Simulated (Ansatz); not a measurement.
B₂H₃OPS (`B1OBSP1`), relaxed with RKS PBE0-D4/def2-TZVP in the Gaussian-basis code of Ansatz from a PBE-D4/def2-SVP geometry. The force threshold is 0.005 eV/Å; the program also tests the step.

Charge 0, multiplicity 1.

Start:

```xyz
8

B     0.725   -0.873    0.233
O    -0.258   -0.456    1.092
B    -1.192    0.487    0.665
S    -1.041    1.152   -1.007
P     0.567   -0.204   -1.584
H     1.587   -1.640    0.611
H    -2.080    0.850    1.404
H     1.693    0.684   -1.412
```

| step | energy (eV) | largest force (eV/Å) | largest move (Å) |
| --- | --- | --- | --- |
| 1 | -23566.5746 | 0.489 | 0.000 |
| 2 | -23566.6069 | 0.159 | 0.031 |
| 3 | -23566.6077 | 0.214 | 0.030 |
| 4 | -23566.6116 | 0.053 | 0.021 |
| 5 (rejected) | -23566.6114 | 0.127 | 0.006 |
| 6 | -23566.6117 | 0.008 | 0.003 |
| 7 | -23566.6118 | 0.006 | 0.004 |
| 8 | -23566.6118 | 0.003 | 0.002 |

End:

```xyz
8

B     0.713   -0.869    0.231
O    -0.260   -0.457    1.089
B    -1.177    0.482    0.662
S    -1.023    1.130   -1.006
P     0.558   -0.192   -1.568
H     1.567   -1.616    0.602
H    -2.050    0.843    1.386
H     1.671    0.678   -1.394
```

Run time 16 s (4 threads of a server CPU on a shared host); peak host memory 0.5 GiB.
